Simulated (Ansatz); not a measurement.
`C[SiH2][SiH](O)O` and `O[SiH](O)[GeH3]` differ in one atom or group.

Ansatz, PBE0-D4/def2-TZVP geometries, multiplicity 1. Each molecule was computed in one conformer, which needn't be the lowest.

Scalar relativity is left out up to krypton.

```csv
property,`C[SiH2][SiH](O)O`
HOMO energy (B3LYP/def2-TZVPP) / eV,-7.54
HOMO–LUMO gap (ωB97M-V/def2-TZVPP) / eV,11.33
LUMO energy (PBE/def2-TZVPP) / eV,-0.87
HOMO energy (ωB97M-V/def2-TZVPP) / eV,-9.79
LUMO energy (PBE0/def2-TZVPP) / eV,-0.04
HOMO–LUMO gap (PBE/def2-TZVPP) / eV,5.63
```

Question: Give the same properties after the change, and the shifts. (Best estimate.)

Answer: Ansatz gave: 
```tsv
property	`O[SiH](O)[GeH3]`	shift
HOMO energy (B3LYP/def2-TZVPP) / eV	-7.59	-0.05
HOMO–LUMO gap (ωB97M-V/def2-TZVPP) / eV	11.31	-0.02
LUMO energy (PBE/def2-TZVPP) / eV	-0.98	-0.11
HOMO energy (ωB97M-V/def2-TZVPP) / eV	-9.85	-0.06
LUMO energy (PBE0/def2-TZVPP) / eV	-0.16	-0.12
HOMO–LUMO gap (PBE/def2-TZVPP) / eV	5.58	-0.05
```

With PBE0 the HOMO falls by 0.06 eV and the LUMO falls by 0.12 eV, so the gap narrows by about 0.06 eV. PBE moves the HOMO by -0.05 eV and ωB97M-V by -0.06 eV.

B3LYP here is the variant with VWN-RPA as its local correlation; programs differ in this.
